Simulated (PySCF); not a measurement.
BH2O2, multiplicity 2. Atoms are numbered in the order given.

```xyz
5

O      0.0000     1.2210     0.0411
B      0.0000     0.0000    -0.5365
O      0.0000    -1.2210     0.0411
H      0.0000     1.2322     1.0121
H      0.0000    -1.2322     1.0121
```
Charge 0, spin multiplicity 2.

Geometry: r2SCAN-D4/def2-TZVP. The isomer is the one that the SMILES or the coordinates give; other isomers of the formula were not compared. One conformer was computed; it need not be the lowest.

Computed with PBE/def2-TZVPD (PySCF).

Isolated molecule, no solvent.

```json
{
  "total_energy": "-176.40302 hartree",
  "point_group": "C2v",
  "α spin, highest occupied and lowest empty level": "-4.89 and -1.11 eV",
  "β spin, highest occupied and lowest empty level": "-8.23 and -2.57 eV",
  "dipole_moment": "2.93 D",
  "quadrupole, principal values (traceless, Buckingham form, about the centre of nuclear charge)": "-3.66, -0.26, 3.93 D·Å",
  "mean_static_polarisability": "33.1 bohr³ (4.90 Å³)",
  "polarisability_principal_values": "25.4, 34.1, 39.8 bohr³",
  "⟨S²⟩": "0.753 (pure state 0.75)"
}
```
